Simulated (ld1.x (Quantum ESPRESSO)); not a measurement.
Transferability test, TM semilocal potential for Eu

* Element: Eu
* Generator: ld1.x (Quantum ESPRESSO) 7.5
* Type: norm-conserving Troullier–Martins (semilocal form)
* Functional: PBE
* Relativity: scalar-relativistic
* Frozen core: [Kr] 4d10
* Valence charge: 17
* Reference configuration: 4f7 5s2 5p6 5d1 6s1 6p0
* Partial waves: 5s (bound): rc 1.90 bohr; 5p (bound): rc 1.95 bohr; 5d (bound): rc 2.75 bohr; 4f (bound): rc 1.05 bohr
* Local potential: the f channel
* Core correction: none

Occupied shells without a wave of their own: 6s. They enter only through the test configuration that unscreens the potential.

Energies are relative to the spin-unpolarised reference configuration 4f7 5s2 5p6 5d1 6s1 6p0; without spin polarisation the order of configurations can differ from experiment. Not all tests gave a result: 1 of 7 tests not solved or not reliable. Left out of the table: 4f7 5s2 5p6 5d0 6s0 6p2 (solver errors, printed error -11.3 eV).

```
  valence configuration  charge  ΔE all-electron (eV)  error AE − PS (meV)
4f7 5s2 5p6 5d0 6s1 6p0      +1                 3.857                 -3.2
4f7 5s2 5p6 5d0 6s0 6p0      +2                15.093                 -530
4f6 5s2 5p6 5d0 6s0 6p0      +3                39.495                 -808
4f7 5s1 5p6 5d0 6s2 6p0      +1                48.054                 +596
```

(1) What are ΔE and the potential's error for 4f7 5s2 5p6 5d0 6s2 6p0?

(2) What are ΔE and the potential's error for 4f6 5s2 5p6 5d0 6s2 6p0?

Levels in the configuration 4f7 5s2 5p6 5d0 6s0 6p0:

```tsv
level	all-electron (eV)	pseudo (eV)
4f	-16.149	-16.432
5s	-58.234	-58.517
5p	-37.267	-37.552
```

Results:

(1) ΔE = -2.162 eV all-electron; the error (AE − PS) is +274 meV.

(2) ΔE = 7.371 eV all-electron; the error (AE − PS) is +819 meV.

These tests converged, but a pseudo level misses the all-electron one widely, so the file describes the atom poorly there or has found another state: 4f7 5s2 5p6 5d0 6s1 6p0: empty 6p by 3.7 eV; 4f7 5s2 5p6 5d0 6s0 6p0: empty 6p by 6.9 eV. The 6s level has no wave, so the channel is fitted at the deeper level alone: the likely source of the large errors.
